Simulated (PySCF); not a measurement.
Two-component Hartree-Fock for Er³³⁺ (erbium, charge +33)

Start: [Ar] 3d10 4s2 4p5; 4p1/2 filled at m_j = -1/2, +1/2; 4p3/2 filled at m_j = -1/2, +1/2, +3/2. Calculated with PySCF 2.14 in an uncontracted even-tempered set (17 s from 3.3 bohr⁻², ratio 2.8; 14 p from 4.3 bohr⁻², ratio 2.8; 8 d from 7.6 bohr⁻², ratio 2.8; 4 f from 22 bohr⁻², ratio 3): generalised Hartree-Fock with the X2C-1e Hamiltonian and a Gaussian nucleus; one run each with spin-orbit coupling (SO) switched off, then screened by Boettger's factors.

```tsv
spinor shell	electrons	ε, spin-free (eV)	ε, screened SO (eV)	weight of nominal j (screened SO)	rms radius, screened SO (bohr)
1s1/2	2	-59102.4	-59088.3	1.000	0.0231
2s1/2	2	-11155.5	-11150.6	1.000	0.0935
2p1/2	2	-10017.8	-10667.8	1.000	0.0798
2p3/2	4	-10017.8	-9743.9	1.000	0.0865
3s1/2	2	-3530.8	-3528.8	1.000	0.237
3p1/2	2	-3175.9	-3318.7	1.000	0.228
3d3/2	4	-2737.9	-2763.1	1.000	0.214
3d5/2	6	-2737.9	-2718.7	1.000	0.218
4s1/2	2	-1565.6	-1564.9	1.000	0.502
4p1/2	2	-1432.7	-1475.0	0.999	0.503
4p3/2	3	-1432.7	-1414.1	0.999	0.526
```

Q: Where does 3p3/2 lie, and what is the 3p spin-orbit splitting (screened SO)?

A: At -3114.0 eV, 204.71 eV above 3p1/2.

```tsv
quantity	spin-free	screened SO
E (hartree)	-12477.24544	-12488.87866
M_J	3/2	3/2
⟨J²⟩	3.751	3.751
⟨L²⟩	2.001	2.050
⟨S²⟩	0.750	0.800
```

Each row is a mean over spinors that exchange with the open shell spreads, by up to 11.112 eV (4s1/2).

Breit and QED terms are absent; they matter most for the inner s and p1/2 levels.

Densities and radii are taken from the X2C orbitals without a picture-change correction, which distorts them close to the nucleus.

Without spin-orbit coupling the j labels of p, d and f shells carry no meaning; the spin-free column gives the mean over the occupied spinors of each nl shell.
